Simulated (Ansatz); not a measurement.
Reaction (formal exchange of groups at the Si–Cl bond): `Cl[SiH2][GeH3]` + SiH₄ → `[SiH3][SiH2][GeH3]` + HCl

Isolated molecules relaxed with PBE0-D4/def2-TZVP in Ansatz; ΔE leaves out vibrations. CCSD(T)/CBS is the MP2 limit (def2-TZVPP, def2-QZVPP) plus CCSD(T) − MP2 in def2-TZVPP, frozen cores. This one scheme is used for every species. Functionals use def2-TZVPP. B3LYP here is the variant with VWN-RPA as its local correlation; programs differ in this. For Ge outer-core shells are correlated without core-valence functions, which leaves a few kJ/mol of doubt a bond. Scalar relativity is left out up to krypton.

```
         level  ΔE (kcal/mol)  difference from CCSD(T)/CBS
      B3LYP-D4           19.9                          0.2
    r2SCAN0-D4           19.5                         -0.2
       ωB97X-V           20.0                          0.3
       ωB97M-V           21.1                          1.4
        B2PLYP           21.1                          1.4
           PBE           16.9                         -2.8
          BLYP           20.3                          0.6
          PBE0           17.9                         -1.8
         BHLYP           22.3                          2.6
     CAM-B3LYP           21.4                          1.7
   HF/def2-SVP           23.4                          3.7
  MP2/def2-SVP           19.6                         -0.1
 CCSD/def2-SVP           18.6                         -1.1
 HF/def2-TZVPP           24.7                          5.0
 HF/def2-QZVPP           25.0                          5.3
MP2/def2-QZVPP           21.6                          1.9
   CCSD(T)/CBS           19.7                            0
```

Largest T1 diagnostic among the species: 0.013.

The D4 term adds −0.9 kcal/mol with B3LYP and −0.6 kcal/mol with PBE0; it sums over pairs of atoms, weighted by their polarisabilities, and B3LYP, whose exchange is more repulsive, gets the larger term. In def2-TZVPP, CCSD(T) changes the Hartree–Fock value by −5.8 kcal/mol (the triples alone add −0.6 kcal/mol) and MP2 by −3.7 kcal/mol. From PBE to PBE0 (25 % exact exchange), in def2-TZVPP and without D4, ΔE moves by +1.0 kcal/mol.
